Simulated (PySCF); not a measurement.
Electronic structure of Be⁺ (beryllium, charge +1) at the PW91 level

Configuration: [He] 2s1, 2S determinant. Computed with PySCF 2.14 in dyall-acv3z (15s9p4d2f, 76 functions), with the non-relativistic Hamiltonian (point nucleus).

```json
{
 "Total energy": "-14.3154 hartree",
 "One-electron energy": "-17.6092 hartree",
 "Hartree (Coulomb) energy": "5.8312 hartree",
 "Exchange-correlation energy": "-2.5374 hartree",
 "Kinetic energy": "14.26294 hartree",
 "⟨S²⟩": "0.7500",
 "⟨L²⟩": "0.000",
 "Sum of ⟨r⟩": "3.093 bohr",
 "Sum of ⟨r²⟩": "6.450 bohr²",
 "Density at the nucleus (Gaussians lack the cusp)": "35.2 bohr⁻³",
 "Spin density at the nucleus": "0.973 bohr⁻³",
 "Langevin diamagnetic susceptibility": "-5.11 ×10⁻⁶ cm³/mol"
}
```

| shell | electrons | mean orbital energy (hartree) | rms radius, mean of both spins (bohr) |
| --- | --- | --- | --- |
| 1s α | 1 | -4.33843 | 0.490 |
| 1s β | 1 | -4.31961 | 0.490 |
| 2s α | 1 | -0.53300 | 2.44 |
